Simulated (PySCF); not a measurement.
Species: C₇H₁₅Si (charge +1).
SMILES with atom numbers: `[CH3:1][Si+:2]([CH3:3])[CH2:4][CH2:5][CH:6]1[CH2:7][CH2:8]1` (hydrogens: H9, H10, H11 on C1; H12, H13, H14 on C3; H15, H16 on C4; H17, H18 on C5; H19 on C6; H20, H21 on C7; H22, H23 on C8)

The same species was optimised twice, with GFN2-xTB and with PBE0-D3(BJ)/def2-SVP (PySCF), and the same property calculations (PySCF, gas phase) were run on both structures.

```
      coordinate  GFN2-xTB  PBE0-D3(BJ)/def2-SVP  change
      Si2–C4 (Å)     1.885                 1.833  -0.052
      Si2–C3 (Å)     1.882                 1.833  -0.049
      C1–Si2 (Å)     1.882                 1.833  -0.049
       C4–C5 (Å)     1.550                 1.553  +0.003
       C7–C8 (Å)     1.497                 1.500  +0.003
       C5–C6 (Å)     1.509                 1.507  -0.002
       C6–C7 (Å)     1.501                 1.499  -0.002
       C6–C8 (Å)     1.500                 1.502  +0.002
   C3–Si2–C4 (°)     120.1                 122.8    +2.7
   C1–Si2–C3 (°)     119.9                 117.5    -2.4
   Si2–C4–C5 (°)     112.6                 111.3    -1.3
    C4–C5–C6 (°)     109.8                 110.7    +0.9
    C5–C6–C8 (°)     119.5                 119.8    +0.3
    C5–C6–C7 (°)     119.7                 120.0    +0.3
    C6–C8–C7 (°)      60.1                  59.9    -0.2
    C7–C6–C8 (°)      59.8                  60.0    +0.2
C1–Si2–C4–C5 (°)       -89                   -64     +25
Si2–C4–C5–C6 (°)       178                   176      -2
 C4–C5–C6–C7 (°)      -152                  -151      +1
```

Rotational constants: A = 3518, B = 668.1, C = 609.1 MHz (GFN2-xTB) against A = 3824, B = 674.5, C = 625.2 MHz (PBE0-D3(BJ)/def2-SVP). Point groups within 0.08 Å: C1 and C1. Atoms that the bonding makes alike are paired by their places after alignment.

On the GFN2-xTB structure: HOMO (eV) -11.42 [PBE0/pcSseg-1]; LUMO (eV) -7.51 [PBE0/pcSseg-1]; GIAO shielding of C1/C3 (mean) (ppm) 168.9 [PBE0/pcSseg-1]; GIAO shielding of Si2 (ppm) -61.7 [PBE0/pcSseg-1]; GIAO shielding of C4 (ppm) 146.0 [PBE0/pcSseg-1]; GIAO shielding of C5 (ppm) 156.8 [PBE0/pcSseg-1]; GIAO shielding of C6 (ppm) 167.1 [PBE0/pcSseg-1]; GIAO shielding of C7/C8 (mean) (ppm) 177.6 [PBE0/pcSseg-1].

Task: What do these properties become on the PBE0-D3(BJ)/def2-SVP structure?

Result: 
```csv
property,level,on GFN2-xTB,on PBE0-D3(BJ)/def2-SVP,change
HOMO (eV),PBE0/pcSseg-1,-11.42,-11.42,0.00
LUMO (eV),PBE0/pcSseg-1,-7.51,-7.28,+0.23
"energy, GFN2-xTB geometry as zero (kcal/mol)",PBE0/pcSseg-1,0.0,-2.7,-2.7
GIAO shielding of C1/C3 (mean) (ppm),PBE0/pcSseg-1,168.9,172.0,+3.1
GIAO shielding of Si2 (ppm),PBE0/pcSseg-1,-61.7,-45.5,+16.2
GIAO shielding of C4 (ppm),PBE0/pcSseg-1,146.0,150.8,+4.8
GIAO shielding of C5 (ppm),PBE0/pcSseg-1,156.8,156.8,0.0
GIAO shielding of C6 (ppm),PBE0/pcSseg-1,167.1,166.7,-0.4
GIAO shielding of C7/C8 (mean) (ppm),PBE0/pcSseg-1,177.6,175.3,-2.3
```

The heavy atoms differ by 0.245 Å rms after alignment (one structure mirrored). Among the bonds compared Si2–C4 changes most (-0.052 Å). Changes are differences of the printed values. Neither structure is proved a minimum here. One conformer (not necessarily the lowest) at the PBE0-D3(BJ)/def2-SVP geometry, without solvent, vibrations or thermal averaging.

Shape of the structure used: `[CH3:1][Si+:2]([CH3:3])[CH2:4][CH2:5][CH:6]1[CH2:7][CH2:8]1`: C1–Si2–C4–C5 -64°, Si2–C4–C5–C6 176°, C4–C5–C6–C7 -151°.
